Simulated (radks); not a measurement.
Question: The bismuth ion Bi73+, [Ne]. Method: non-relativistic Kohn-Sham, PBE, spin-polarised, spherical densities, point nucleus; computed with a radial shooting solver on a logarithmic mesh with Libxc functionals. Every spin shell is full or empty, so the densities are truly spherical. Functionals are evaluated on that one density, not self-consistently. Rank these orbital-free kinetic functionals by their error against the exact value of the orbitals, and give that value: Thomas-Fermi, TF + vW/9, LC94, Perdew 92, Thakkar, Pearson, LKT, PG1.

Answer: Exact: 13064.1 hartree. From best to worst, with 100 (|E| - |E exact|)/|E exact| (equal figures are ties): TF + vW/9 +0.26, Perdew 92 +0.27, Thakkar +0.51, Pearson -0.65, LC94 +0.89, Thomas-Fermi -5.84, PG1 +23.15, LKT +28.26.
